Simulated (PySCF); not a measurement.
# `C=C[SiH2][C@@H]1SC[C@@H]1F`, C5H9FSSi

Geometry:
```csv
atom,x (Å),y (Å),z (Å)
C1,3.420,0.294,-0.314
C2,2.152,0.051,-0.607
Si3,0.701,0.529,0.488
C4,-0.627,-0.813,0.179
S5,-1.229,-0.740,-1.561
C6,-2.553,0.096,-0.619
C7,-2.007,-0.441,0.695
F8,-1.985,0.499,1.704
H9,3.703,0.782,0.605
H10,4.232,0.017,-0.969
H11,1.924,-0.441,-1.546
H12,1.015,0.509,1.917
H13,0.141,1.820,0.080
H14,-0.303,-1.817,0.445
H15,-2.457,1.178,-0.695
H16,-3.555,-0.220,-0.896
H17,-2.581,-1.289,1.084
```

Computed with TDDFT B3LYP/def2-SVPD circular dichroism and optical rotation, one conformer, gas phase (PySCF 2.14.0). Geometry: GFN2-xTB.

The molecule is flexible and this is one conformer; a measurement averages over conformers. States above about 6.3 eV (minus the energy of the highest occupied orbital) lie near or above the ionisation threshold and depend on the basis. Singlets 7 and 8 lie within 0.01 eV of each other, so their separate moments and overlaps can depend on how they mix.

**Question.** Assign R or S to each stereocentre.

**Answer.** C4 R, C7 S.

**Question.** Which excitations and rotatory strengths does the calculation give?

**Answer.** Rotatory strengths R in 10⁻⁴⁰ esu² cm², velocity form and length form (origin at the centre of mass); f in length form.
| state | E (eV) | λ (nm) | f | R (velocity) | R (length) | main |
| --- | --- | --- | --- | --- | --- | --- |
| 1 | 4.50 | 276 | 0.002 | +8.2 | +8.0 | HOMO→LUMO+1 0.74, HOMO→LUMO 0.24 |
| 2 | 4.90 | 253 | 0.022 | -9.9 | -10.0 | HOMO→LUMO 0.75, HOMO→LUMO+1 0.24 |
| 3 | 5.51 | 225 | 0.018 | -6.1 | -5.6 | HOMO→LUMO+2 0.86, HOMO→LUMO+3 0.08 |
| 4 | 5.70 | 218 | 0.027 | +10.8 | +11.9 | HOMO→LUMO+3 0.86, HOMO→LUMO+2 0.11 |
| 5 | 6.08 | 204 | 0.015 | -20.0 | -19.8 | HOMO→LUMO+4 0.70, HOMO→LUMO+5 0.24 |
| 6 | 6.28 | 197 | 0.008 | +3.9 | +3.3 | HOMO→LUMO+5 0.74, HOMO→LUMO+4 0.21 |
| 7 | 6.63 | 187 | 0.008 | -16.8 | -17.8 | HOMO−2→LUMO 0.30, HOMO−1→LUMO+1 0.30 |
| 8 | 6.64 | 187 | 0.005 | +28.6 | +29.1 | HOMO−1→LUMO+1 0.46, HOMO−3→LUMO 0.19 |

Among the states computed, the strongest CD band (largest |R|) is state 8. The largest dissymmetry factor in size, g = 4R/(D+G), with D and G the electric and magnetic dipole strengths, is +0.064 for state 8 (velocity form, f = 0.005), among bands with |R| over 0.5. The mirror image has the same energies and oscillator strengths and all R with the opposite sign.
